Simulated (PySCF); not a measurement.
**Question.** Write Cartesian coordinates for `[CH3][PbH2][AsH2]` as optimised with PBE0-D3(BJ)/def2-SVP.

**Answer.** 
```xyz
10
CH7AsPb angstrom
C     -1.2792    0.9529   -0.0733
Pb    -0.2017   -1.0065   -0.0753
As     2.4411   -0.6680    0.2428
H     -2.3602    0.7740   -0.1404
H     -0.9384    1.5402   -0.9357
H     -1.0391    1.4824    0.8577
H     -0.7872   -2.0285    1.2472
H     -0.4662   -1.8549   -1.6069
H      2.4751    0.3961   -0.8528
H      2.2129    0.3902    1.3206
```

Orientation and origin are arbitrary. Atoms count from 1 in this order. As3 (arsenic bonded to Pb and 2 H) is pyramidal (angles 91.5°, 91.4° and 91.4°, sum 274.3°, 0.98 Å off the plane of its three neighbours). Pb2 (lead bonded to As, C and 2 H) is tetrahedral (angles from 108.1° to 111.3°).

Bonds between heavy atoms (Å): C1–Pb2 2.236, Pb2–As3 2.683.

Level of theory: PBE0-D3(BJ)/def2-SVP geometry optimisation, gas phase, def2 core potentials past Kr (PySCF).

Point group: near Cs, missed by 0.11 Å at most; the miss may be what the optimiser left on a soft mode. Stationary, but not proved a minimum. One conformer, not necessarily the lowest (C1–Pb2–As3–H -49° and 42°).
